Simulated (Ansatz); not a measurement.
Level of theory: Ansatz (a first-principles code) with frozen-core CCSD(T)/def2-TZVPP // B3LYP-D3(BJ)/def2-TZVP.

Ansatz 0.2 input:
```yaml
crystal:
  periodic: [false, false, false]
  atoms:
    - { symbol: N, position_ang: [1.771372, 0.000333, -0.105462] }
    - { symbol: Al, position_ang: [0.000154, 0.000086, 0.000137] }
    - { symbol: N, position_ang: [-0.883876, 1.535774, 0.09219] }
    - { symbol: N, position_ang: [-0.887565, -1.53616, 0.013465] }
    - { symbol: H, position_ang: [2.33539, -0.798119, -0.346791] }
    - { symbol: H, position_ang: [2.359882, 0.799133, 0.066312] }
    - { symbol: H, position_ang: [-0.487231, 2.442262, -0.094442] }
    - { symbol: H, position_ang: [-1.855504, 1.628617, 0.339652] }
    - { symbol: H, position_ang: [-1.881618, -1.629548, -0.11693] }
    - { symbol: H, position_ang: [-0.471002, -2.44238, 0.151868] }
basis:
  gaussian: { orbitals: def2-TZVPP }
correlation:
  method: ccsd_t
```

Output:

```
Functional definition: HF
1295 factors; integrals over basis functions are off by at most 1.4e-3 eV
mean field evaluation 1: about -11121.9658 eV, gradient 5.8e1 eV
mean field evaluation 2: about -11122.0351 eV, gradient 5.8e1 eV
mean field evaluation 4: about -11128.5143 eV, gradient 3.0e0 eV
mean field evaluation 8: about -11128.5740 eV, gradient 1.3e-1 eV
mean field evaluation 16: about -11126.4091 eV, gradient 3.3e1 eV
mean field -11128.57406237 eV, -408.9675535735 hartree, gradient 1.9e-6 eV, S^2 0.000000; 0 other end points of the search recorded, 0 dependent functions left out
8 core orbitals not correlated
reference -11128.57406237 eV, -408.9675535735 hartree; 12, 12 occupied and 199, 199 virtual orbitals, 1295 factors
second order -19.78459005 eV of doubles, -0.00000000 eV of singles
cycle   1  -20.03907109 eV  change   -2.5e-1 eV  update   7.8e-2
cycle   2  -20.43592445 eV  change   -4.0e-1 eV  update   2.2e-2
cycle   3  -20.51546051 eV  change   -8.0e-2 eV  update   1.0e-2
cycle   4  -20.50903985 eV  change    6.4e-3 eV  update   2.4e-3
cycle   5  -20.50963284 eV  change   -5.9e-4 eV  update   1.1e-3
cycle   6  -20.50966913 eV  change   -3.6e-5 eV  update   2.7e-4
cycle   7  -20.50951120 eV  change    1.6e-4 eV  update   9.2e-5
cycle   8  -20.50949705 eV  change    1.4e-5 eV  update   3.0e-5
perturbative correction -0.74991586 eV, -0.0275588995 hartree
Total energy: -11149.83347527 eV, -409.7488225876 hartree
```

Cost: about 2.2 core-minutes (a rough figure).
